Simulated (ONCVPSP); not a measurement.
Logarithmic derivatives: indium (In), ONCV

- Element: In
- Generator: ONCVPSP 4.0.1
- Type: optimised norm-conserving Vanderbilt (ONCV)
- Functional: PBEsol
- Relativity: scalar-relativistic
- Frozen core: [Ar] 3d10
- Valence charge: 21
- Reference configuration: 4s2 4p6 4d10 5s2 5p1
- Partial waves: 4s+5s: rc 1.40 bohr, ncon 3, nbas 6, qcut 6.7 1/bohr, 3 projectors, debl 3.9 Ha; 4p+5p: rc 1.80 bohr, ncon 4, nbas 8, qcut 7 1/bohr, 2 projectors; 4d: rc 1.20 bohr, ncon 3, nbas 6, qcut 7.7 1/bohr, local
- Local potential: the d channel
- Core correction: none

The phase is arctan(r·R′/R) of the radial function R(r), unwrapped; energies in Ha, scanned from -6 to 5 Ha. A pole is an energy at which the radial function vanishes at the test radius. The pseudo phase is shifted by a multiple of π to meet the all-electron one at the reference energy, and phase errors are pseudo minus all-electron; the curves can meet again beyond the range given. Levels narrower than the energy grid can be missing from the lists of poles. Where the grid stepped over a known ghost or core level, its pole and its step of π were put in at the level’s energy.

```csv
channel,radius (bohr),reference energy (Ha),"poles, all-electron","poles, pseudo",unbroken range about the reference energy with phases within 0.05 rad,phase error 1 Ha above the reference energy (rad)
s,1.42,-0.30,-3.85,"-3.86, -1.27",above -1.3,+0.001
p,1.83,-0.09,"-2.73, 4.33","-2.73, 3.20",below 2.9,-0.005
d,1.22,-0.68,2.07,2.19,the whole range,+0.002
```

Note: ghosts flagged at negative energy: s at -34.6 eV; no localised positive-energy state flagged. A true bound ghost makes a file unfit for plane-wave use.

Phases in the d channel:

```json
{"E (Ha)": "-5.96", "all-electron": "1.190", "pseudo": "1.196"}
{"E (Ha)": "-5.68", "all-electron": "1.172", "pseudo": "1.179"}
{"E (Ha)": "-5.40", "all-electron": "1.151", "pseudo": "1.158"}
{"E (Ha)": "-5.12", "all-electron": "1.127", "pseudo": "1.135"}
{"E (Ha)": "-4.84", "all-electron": "1.099", "pseudo": "1.108"}
{"E (Ha)": "-4.56", "all-electron": "1.067", "pseudo": "1.076"}
{"E (Ha)": "-4.28", "all-electron": "1.028", "pseudo": "1.038"}
{"E (Ha)": "-4.00", "all-electron": "0.981", "pseudo": "0.991"}
{"E (Ha)": "-3.72", "all-electron": "0.922", "pseudo": "0.934"}
{"E (Ha)": "-3.44", "all-electron": "0.849", "pseudo": "0.862"}
{"E (Ha)": "-3.16", "all-electron": "0.755", "pseudo": "0.769"}
{"E (Ha)": "-2.88", "all-electron": "0.631", "pseudo": "0.647"}
{"E (Ha)": "-2.60", "all-electron": "0.468", "pseudo": "0.484"}
{"E (Ha)": "-2.32", "all-electron": "0.254", "pseudo": "0.270"}
{"E (Ha)": "-2.04", "all-electron": "-0.009", "pseudo": "0.005"}
{"E (Ha)": "-1.76", "all-electron": "-0.296", "pseudo": "-0.287"}
{"E (Ha)": "-1.48", "all-electron": "-0.566", "pseudo": "-0.562"}
{"E (Ha)": "-1.20", "all-electron": "-0.790", "pseudo": "-0.788"}
{"E (Ha)": "-0.92", "all-electron": "-0.963", "pseudo": "-0.962"}
{"E (Ha)": "-0.64", "all-electron": "-1.094", "pseudo": "-1.094"}
{"E (Ha)": "-0.36", "all-electron": "-1.194", "pseudo": "-1.194"}
{"E (Ha)": "-0.08", "all-electron": "-1.272", "pseudo": "-1.271"}
{"E (Ha)": "0.20", "all-electron": "-1.335", "pseudo": "-1.333"}
{"E (Ha)": "0.48", "all-electron": "-1.387", "pseudo": "-1.384"}
{"E (Ha)": "0.76", "all-electron": "-1.430", "pseudo": "-1.426"}
{"E (Ha)": "1.04", "all-electron": "-1.467", "pseudo": "-1.462"}
{"E (Ha)": "1.32", "all-electron": "-1.499", "pseudo": "-1.493"}
{"E (Ha)": "1.60", "all-electron": "-1.528", "pseudo": "-1.521"}
{"E (Ha)": "1.88", "all-electron": "-1.554", "pseudo": "-1.546"}
{"E (Ha)": "2.16", "all-electron": "-1.578", "pseudo": "-1.569"}
{"E (Ha)": "2.44", "all-electron": "-1.601", "pseudo": "-1.590"}
{"E (Ha)": "2.72", "all-electron": "-1.623", "pseudo": "-1.610"}
{"E (Ha)": "3.00", "all-electron": "-1.644", "pseudo": "-1.629"}
{"E (Ha)": "3.28", "all-electron": "-1.665", "pseudo": "-1.648"}
{"E (Ha)": "3.56", "all-electron": "-1.685", "pseudo": "-1.666"}
{"E (Ha)": "3.84", "all-electron": "-1.707", "pseudo": "-1.685"}
{"E (Ha)": "4.12", "all-electron": "-1.729", "pseudo": "-1.704"}
{"E (Ha)": "4.40", "all-electron": "-1.752", "pseudo": "-1.723"}
{"E (Ha)": "4.68", "all-electron": "-1.777", "pseudo": "-1.743"}
{"E (Ha)": "4.96", "all-electron": "-1.804", "pseudo": "-1.765"}
```
